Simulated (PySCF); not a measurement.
C₂H₁₀N₂Si₂, SMILES [SiH2](N)/C(C)=N/[SiH3]. Coordinates come from a B3LYP-D3(BJ)/def2-SVP optimisation. The structure was generated by enumeration; whether it is a known compound was not checked. One conformer was computed; it need not be the lowest.

Problem. Give the equilibrium geometry at B3LYP-D3(BJ)/def2-SVP (PySCF confirms it by a frequency run) as a Z-matrix. (An estimate is asked for; the answer gives what the named calculation found.)

Solution. One answer among several that fit: 
```
C
N 1 1.2754
C 1 1.5116 2 126.04
H 3 1.0998 1 112.83 2 -2.61
H 3 1.1035 4 108.99 1 -122.00
H 3 1.1036 4 109.01 5 -115.63
Si 2 1.7507 1 134.90 3 -0.14
H 7 1.4894 2 106.86 1 -120.94
H 7 1.4896 8 109.31 2 115.26
H 7 1.4998 8 108.21 9 117.55
Si 1 1.9240 2 115.43 7 -179.39
N 11 1.7201 1 103.80 2 -11.15
H 12 1.0131 11 124.08 1 157.42
H 12 1.0201 13 113.05 11 142.61
H 11 1.4955 12 113.69 13 -83.84
H 11 1.5015 15 105.89 12 -128.74
```
Charge 0, spin multiplicity 1.
